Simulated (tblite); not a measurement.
Task: What does the GFN2-xTB structure of `N[SiH2][SiH2][C@@H]1CCC[C@@H]1F` look like in three dimensions?

Result: 
```xyz
23
C5H14FNSi2 angstrom
N      4.2772    0.2864    0.0144
Si     2.8041   -0.6109   -0.0633
Si     1.1461    0.9573    0.2501
C     -0.5256    0.3010   -0.4024
C     -1.7263    1.1917   -0.0850
C     -2.9163    0.2461   -0.2243
C     -2.4167   -1.0490    0.4203
C     -0.8966   -1.0502    0.2045
F     -0.2570   -1.2135    1.4316
H      4.4269    0.9113    0.7896
H      5.1414   -0.1826   -0.2046
H      2.8507   -1.2135   -1.4044
H      2.7475   -1.7460    0.8762
H      1.3356    2.2303   -0.4707
H      0.9231    1.3513    1.6497
H     -0.4767    0.1703   -1.4873
H     -1.7888    2.0518   -0.7495
H     -1.6613    1.5543    0.9419
H     -3.8170    0.6244    0.2566
H     -3.1337    0.0792   -1.2813
H     -2.6044   -1.0365    1.4947
H     -2.8919   -1.9337    0.0000
H     -0.5450   -1.8925   -0.4009
```

Orientation and origin are arbitrary. Atoms count from 1 in this order. The 5-membered ring C4–C5–C6–C7–C8 has internal angles of 103.4° to 107.2°; it is puckered, 0.18 Å rms from its mean plane, widest ring torsion 41°. N1 (silicon-bound nitrogen) is pyramidal (angles 119.0°, 118.7° and 109.2°, sum 346.8°, 0.25 Å off the plane of its three neighbours). Si3 (SiH2 silicon) is distorted tetrahedral (angles from 104.0° to 115.4°). Si2 (SiH2 silicon) is distorted tetrahedral (angles from 103.1° to 115.2°).

Bonds between heavy atoms (Å): N1–Si2 1.727, Si2–Si3 2.304, Si3–C4 1.911, C4–C5 1.528, C5–C6 1.526, C6–C7 1.530, C7–C8 1.535, C8–F9 1.393, C4–C8 1.527.

Structure optimised with GFN2-xTB, isolated species.

Point group: C1 (no symmetry element, even within 0.4 Å). Its lowest GFN2-xTB frequency is 5 cm⁻¹, too small to tell a flat minimum from a shallow saddle. The numbers are those of one conformer (H–N1–Si2–Si3 50° and -173°, N1–Si2–Si3–C4 160°, Si2–Si3–C4–C5 173°, Si3–C4–C5–C6 -160°, C4–C5–C6–C7 41°, C5–C6–C7–C8 -29°, C6–C7–C8–F9 126°).

These are computed values.
